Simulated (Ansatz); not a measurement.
Reaction (hydrogenolysis of the Si–O bond): `CO[Si](O)(F)F` + H₂ → `O[SiH](F)F` + CH₃OH

Gas-phase electronic energies from Ansatz, PBE0-D4/def2-TZVP geometries. CCSD(T)/CBS adds triple-zeta CCSD(T) − MP2 to the extrapolated MP2 energy (def2 sets, frozen cores). This one scheme is used for every species. Functionals use def2-TZVPP. HSE06 is defined as in plane-wave codes. One conformer a species, not always the lowest.

`CO[Si](O)(F)F`:

```xyz
10

C     1.594   -0.284   -0.162
O     0.220   -0.624   -0.142
Si   -1.007    0.407    0.005
O    -2.396   -0.392    0.156
F    -0.740    1.369    1.234
F    -1.145    1.355   -1.247
H     2.168   -1.209   -0.109
H     1.858    0.346    0.692
H     1.851    0.238   -1.087
H    -2.403   -1.206    0.659
```

H₂:

Z-matrix (Å, degrees):
```
H
H 1 0.746
```

`O[SiH](F)F`:

```xyz
6

O     0.087    0.267    1.242
Si   -0.037    0.132   -0.362
F    -1.287   -0.753   -0.767
F     1.223   -0.608   -0.974
H     0.176   -0.511    1.795
H    -0.161    1.472   -0.934
```

CH₃OH:

Cartesian coordinates in Å:
```
C -0.343 -0.090 0.031
O 0.922 0.004 -0.581
H -0.996 -0.620 -0.663
H -0.785 0.894 0.230
H -0.313 -0.657 0.970
H 1.515 0.469 0.012
```

| level | ΔE (kJ/mol) | difference from CCSD(T)/CBS |
| --- | --- | --- |
| BHLYP-D4 | 99.1 | 3.6 |
| ωB97X-V | 92.9 | -2.6 |
| revPBE | 74.1 | -21.4 |
| r2SCAN0 | 97.7 | 2.2 |
| HSE06 | 83.1 | -12.4 |
| LC-ωPBE | 86.3 | -9.2 |
| RPA@PBE/def2-TZVPP | 91.3 | -4.2 |
| SCS-MP2/def2-TZVPP | 94.6 | -0.9 |
| CCSD/def2-TZVPP | 92.9 | -2.6 |
| CCSD(T)/def2-TZVPP | 94.8 | -0.7 |
| CCSD(T)/CBS | 95.5 | 0 |

(1) What do rigid-rotor, harmonic-oscillator terms from PBE0-D4/def2-TZVP frequencies (298.15 K, 1 bar) make of the CCSD(T)/CBS value? (Estimate.)

Largest T1 diagnostic among the species: 0.011.

Answers

(1) The calculation gave: ΔZPE = +18.1 kJ/mol, ΔH = +108.2 kJ/mol, ΔS = 36 J/(mol·K), ΔG = +97.4 kJ/mol.

At CCSD(T), def2-SVP lies −14.0 kJ/mol from the extrapolated value and def2-TZVPP −0.7 kJ/mol. In def2-TZVPP, CCSD(T) changes the Hartree–Fock value by +5.0 kJ/mol (the triples alone add +1.9 kJ/mol) and MP2 by +8.5 kJ/mol. From PBE to PBE0 (25 % exact exchange), in def2-TZVPP and without D4, ΔE moves by +3.9 kJ/mol.
